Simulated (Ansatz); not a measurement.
Ideal-gas functions of H5N2OY, SMILES `[NH2][Y]([NH2])[OH]` at 298.15 K and 1 bar, from an Ansatz frequency run at PBE0-D4/def2-TZVP.

Molar mass 137.96 g/mol, point group C2v (symmetry number 2), electronic degeneracy 1, moments of inertia 118.798, 119.602, 238.401 u Å². Harmonic wavenumbers (cm⁻¹, unscaled): 62, 113, 119, 241, 298, 317, 372, 387, 430, 514, 523, 548, 563, 619, 1551, 1556, 3528, 3530, 3612, 3612, 4004.

Use S(trans) = R[1.5 ln M + 2.5 ln T − 1.1517]; rotational temperatures θ = 24.2544 K / I; S(rot) = R[ln(√π/σ · √(T³/θAθBθC)) + 1.5]; for each mode x = 1.438777 ν̃/T, S = R[x/(eˣ − 1) − ln(1 − e⁻ˣ)] and H = RT x/(eˣ − 1); 1 cm⁻¹ = 0.0119627 kJ/mol; R = 8.31446 J/(mol·K).

Question: By hand: the entropy, in J/(mol·K).

Answer: Translation 170.3. Rotation: θ = 0.2042, 0.2028, 0.1017 K, giving 105.3. Vibration, mode by mode: 18.38, 13.46, 13.04, 7.51, 5.98, 5.55, 4.48, 4.23, 3.59, 2.61, 2.52, 2.29, 2.17, 1.75, 0.04, 0.04, 0.00, 0.00, 0.00, 0.00, 0.00, in all 87.6. Electronic 0.0. Sum 363.2 J/(mol·K).

Question: By hand: H − E and G − E in kJ/mol, counted from the electronic energy.

Answer: Zero-point energy ½ × 26499 × 0.0119627 = 158.5; thermal vibration 14.3; translation, rotation and pV give 4 RT = 9.9. H − E = 182.7 kJ/mol, and G − E = 182.7 − 298.15 × 363.2/1000 = 74.4 kJ/mol.

Vibration gives 24 % of the entropy, 44.9 J/(mol·K) of it from the modes under 150 cm⁻¹: soft modes count most, and the harmonic formula is weakest for them. The sum counts one conformer and one mirror image; others add a mixing term.
